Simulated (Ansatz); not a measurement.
Basis sets compared for Mg₆S₅F₂. Total charge 0; singlet. Geometry PBE-D4/def2-SVP. Ansatz on 4 threads of Arm Neoverse V1 on a shared host; times are rough, and most runs start from earlier orbitals.

Cartesian coordinates in Å:
```
Mg 1.8285 1.0509 -1.5936
S 2.3332 0.5939 0.8685
S -0.1210 2.5101 -1.6851
Mg 0.0098 1.8293 0.6553
Mg 0.6704 -0.4174 2.5224
S -1.3091 1.0043 2.5364
S 1.1251 -1.0507 -2.6052
Mg -1.0076 0.1544 -1.9658
Mg 1.1849 -1.5249 -0.2107
S -0.0630 -2.5573 1.6168
Mg -1.8181 -0.8731 0.9144
F -2.5203 -0.6397 -0.9373
F -0.3128 -0.0799 -0.1163
```

B3LYP takes the VWN-RPA correlation.

Binding counts from free atoms (Mg singlet, S triplet, F doublet) in the same basis, without a counterpoise term.

```
           level  functions  energy (Eh)  HOMO (eV)  LUMO (eV)  binding per atom (eV)  wall time
 PBE-D4/def2-SVP        226   -3389.0026      -5.90      -2.98                   3.54      8.5 s
  B3LYP-D4/6-31G        161   -3391.8640      -6.92      -2.88                   3.07        9 s
PBE0-D4/def2-SVP        226   -3389.2920      -7.01      -2.32                   3.49       15 s
```

(1) Estimate the rows for PBE-D4/def2-TZVP, B3LYP-D4/def2-TZVP, PBE0-D4/def2-TZVP (with forces).

Answers

(1) 
```
                          level  functions  energy (Eh)  HOMO (eV)  LUMO (eV)  binding per atom (eV)  wall time
               PBE-D4/def2-TZVP        439   -3390.3343      -5.85      -2.92                   3.45       18 s
             B3LYP-D4/def2-TZVP        439   -3392.3264      -6.70      -2.52                   3.30       39 s
PBE0-D4/def2-TZVP (with forces)        439   -3390.6146      -6.93      -2.26                   3.41       49 s
```
